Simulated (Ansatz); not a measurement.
Ideal-gas functions of `OC1(F)[SiH2][Se]1` at 500 K and 1 bar, from an Ansatz frequency run at PBE0-D4/def2-TZVP.

Molar mass 157.08 g/mol, point group C1 (symmetry number 1), electronic degeneracy 1, moments of inertia 149.31, 240.179, 293.697 u Å². Harmonic wavenumbers (cm⁻¹, unscaled): 198, 224, 277, 337, 405, 477, 544, 556, 570, 674, 707, 937, 1087, 1202, 1380, 2247, 2267, 3780.

Use S(trans) = R[1.5 ln M + 2.5 ln T − 1.1517]; rotational temperatures θ = 24.2544 K / I; S(rot) = R[ln(√π/σ · √(T³/θAθBθC)) + 1.5]; for each mode x = 1.438777 ν̃/T, S = R[x/(eˣ − 1) − ln(1 − e⁻ˣ)] and H = RT x/(eˣ − 1); 1 cm⁻¹ = 0.0119627 kJ/mol; R = 8.31446 J/(mol·K).

Problem. By hand: the entropy, in J/(mol·K).

Solution. Translation 182.7. Rotation: θ = 0.1624, 0.101, 0.0826 K, giving 122.2. Vibration, mode by mode: 13.10, 12.11, 10.42, 8.89, 7.50, 6.30, 5.39, 5.24, 5.07, 4.00, 3.71, 2.20, 1.56, 1.20, 0.79, 0.10, 0.09, 0.00, in all 87.7. Electronic 0.0. Sum 392.6 J/(mol·K).

Problem. By hand: H − E and G − E in kJ/mol, counted from the electronic energy.

Solution. Zero-point energy ½ × 17869 × 0.0119627 = 106.9; thermal vibration 25.3; translation, rotation and pV give 4 RT = 16.6. H − E = 148.8 kJ/mol, and G − E = 148.8 − 500 × 392.6/1000 = -47.5 kJ/mol.

Vibration gives 22 % of the entropy. The sum counts one conformer and one mirror image; others add a mixing term.
